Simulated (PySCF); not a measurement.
BrGaH3N. Atoms are numbered in the order given.

```xyz
6

Ga    -0.4139    -0.8894     0.0000
H     -1.8971    -1.3450     0.0000
Br     0.1341     1.3588     0.0000
N      1.0151    -1.9959     0.0000
H      1.9737    -1.6636     0.0000
H      0.9551    -3.0085     0.0000
```

The structure is a stationary point at B3LYP-D3(BJ)/def2-SVP. The structure was generated by enumeration; whether it is a known compound was not checked. The values are those of a single conformer.

Calculation: PySCF with HF/def2-TZVPD.

Mulliken values depend strongly on the basis, most of all with diffuse functions as here. ESP charges are fitted to the potential on shells at 1.4 to 2.0 van der Waals radii. Atomic charges (e):

```csv
atom,Mulliken,IAO,ESP fit
Ga1,0.80,0.86,0.88
H2,-0.24,…,-0.20
Br3,-0.45,…,-0.34
N4,-0.49,…,-1.10
H5,0.20,0.27,0.38
H6,0.19,0.27,0.39
```

Some entries are withheld; supply them. (An estimate is asked for; the answer gives what the named calculation found.)


- H2, IAO: -0.18
- Br3, IAO: -0.34
- N4, IAO: -0.88
